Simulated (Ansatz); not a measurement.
A structure relaxed at PBE0-D4/def2-TZVP, charge 0, multiplicity 1:

```json
{"atom": "Si1", "x (Å)": "0.232", "y (Å)": "1.412", "z (Å)": "0.722"}
{"atom": "O2", "x (Å)": "0.120", "y (Å)": "0.267", "z (Å)": "-0.453"}
{"atom": "B3", "x (Å)": "-0.160", "y (Å)": "-1.043", "z (Å)": "-0.636"}
{"atom": "S4", "x (Å)": "-0.170", "y (Å)": "-1.748", "z (Å)": "-2.310"}
{"atom": "S5", "x (Å)": "-0.544", "y (Å)": "-2.218", "z (Å)": "0.701"}
{"atom": "H6", "x (Å)": "-0.859", "y (Å)": "2.394", "z (Å)": "0.522"}
{"atom": "H7", "x (Å)": "0.110", "y (Å)": "0.801", "z (Å)": "2.073"}
{"atom": "H8", "x (Å)": "1.552", "y (Å)": "2.069", "z (Å)": "0.591"}
{"atom": "H9", "x (Å)": "0.135", "y (Å)": "-0.592", "z (Å)": "-2.920"}
{"atom": "H10", "x (Å)": "-0.415", "y (Å)": "-1.342", "z (Å)": "1.711"}
```

Give its formula and SMILES.

BH5OS2Si, `[SiH3]OB(S)S`.

Summarise the bond lengths by kind.

1 × O–Si 1.645 Å; 3 × H–Si 1.481 to 1.487 Å; 1 × B–O 1.352 Å; 2 × B–S 1.816 to 1.821 Å; 2 × H–S 1.343 Å.

Results of the Gaussian-basis code of Ansatz.
